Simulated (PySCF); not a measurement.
An unknown shows these calculated signals:

$^{1}$H NMR (400 MHz, computed): δ 7.52 (m, 1H), 7.04 (m, 1H), 6.64 (m, 1H), 4.34 (m, 2H), 4.05 (m, 2H), 1.08 (m, 2H).

$^{13}$C{$^{1}$H} NMR (computed): δ 250.3 (C), 191.3 (C), 148.5 (CH2), 132.9 (CH).

PySCF 2.14 calculation with geometry from GFN2-xTB and PBE0/pcSseg-1 with gauge-including orbitals; single conformer, averaged over atoms made equivalent by symmetry, fast rotation or ring inversion, no solvent model, non-relativistic.

Scale: TMS for $^{1}$H and $^{13}$C (reference shieldings calculated alike).

Q: Which of these does the molecule contain: a ketone, an amide, a tert-butyl group, a methoxy group, a Si–H bond, a non-aromatic C=C double bond?

A: 
- A ketone: yes (δC 191.3).
- An amide: no.
- A tert-butyl group: no.
- A methoxy group: no.
- A Si–H bond: yes (δH 4.05 (m)).
- A non-aromatic C=C double bond: yes.

The data belong to SMILES C=CC(=O)C(=O)[SiH2][SiH2]P, C₄H₉O₂PSi₂; they needn't prove each group on their own.

Carbon signals by region: 2 in the far downfield region (above 160 ppm), 2 in the sp2 and nitrile region (100–160 ppm). Above 160 ppm: 250.3, carbonyl carbon, 191.3, ketone carbonyl carbon.

Splittings by $^{31}$P in the carbon and heteronuclear signals aren't shown, as no couplings were computed. Shifts are as computed. Against solution values, carbons near 30 ppm lie about +3 ppm off and those near 130 ppm about +5 ppm. Of 1211 compounds with measured shifts, 218 miss one by over three times the rms of a fit or turn the order of signals round; such compounds aren't used in these exercises. Multiplicities follow the n + 1 count of equivalent neighbours, as no J values were calculated; m marks all less simple cases, F and P coupling included.
